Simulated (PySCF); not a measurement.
# Fractional electron number in Rb (rubidium, neutral)

The 5s alpha orbital of [Kr] 5s1 is emptied in steps (occupation f), with all orbitals relaxed, ending at [Kr]. Calculation: PySCF 2.14, in def2-TZVP with the def2 core potential (28 electrons) (6s4p3d, 33 functions); a scalar-relativistic core potential. The exact energy is a straight line in f; departures are measured from the line between the end points of the same method.

```csv
f,UHF (eV),LDA (eV),PBE (eV),PBE0 (eV),r2SCAN (eV),LC-wPBE (eV),BHandHLYP (eV),wB97X (eV),r2SCAN0 (eV),CAM-B3LYP (eV)
1,0.000,0.000,0.000,0.000,0.000,0.000,0.000,0.000,0.000,0.000
0.9,0.001,-0.165,-0.166,-0.120,-0.142,0.009,-0.087,0.003,-0.107,-0.063
0.7,0.003,-0.382,-0.390,-0.281,-0.324,0.020,-0.203,0.010,-0.243,-0.148
0.5,0.003,-0.448,-0.468,-0.335,-0.368,0.023,-0.241,0.017,-0.275,-0.176
0.3,0.003,-0.366,-0.395,-0.282,-0.288,0.017,-0.202,0.017,-0.214,-0.147
0.1,0.001,-0.147,-0.167,-0.118,-0.104,0.007,-0.086,0.006,-0.077,-0.062
0,0.000,0.000,0.000,0.000,0.000,0.000,0.000,0.000,0.000,0.000
```

Task: For wB97X, how does the orbital energy at f = 1 compare with the removal energy?

Result: −ε = 3.908 eV against a total-energy difference of 3.878 eV. By Janak's theorem ε = ∂E/∂f, so the gap between them reflects the curvature. Along the path −ε is 3.912 (f = 0.9), 3.915 (f = 0.7), 3.899 (f = 0.5), 3.850 (f = 0.3), 3.816 (f = 0.1) eV.

```
   method  E(f=0) − E(f=1) (eV)  −ε at f=1 (eV)  −ε at f=0.5 (eV)
      UHF                 3.805           3.818             3.804
      LDA                 4.397           2.561             4.442
      PBE                 4.282           2.443             4.267
     PBE0                 4.204           2.871             4.200
   r2SCAN                 4.086           2.498             4.191
  LC-wPBE                 4.033           4.131             4.025
BHandHLYP                 4.149           3.182             4.152
    wB97X                 3.878           3.908             3.899
  r2SCAN0                 4.105           2.911             4.184
CAM-B3LYP                 4.248           3.543             4.251
```

As f goes to zero the orbital energy of a semilocal functional can turn back, because the density of that orbital vanishes from the exchange-correlation potential.

Reference removal energy between the ground levels: 4.177 eV (measured; NIST Atomic Spectra Database, ionization energies). UHF lacks correlation.
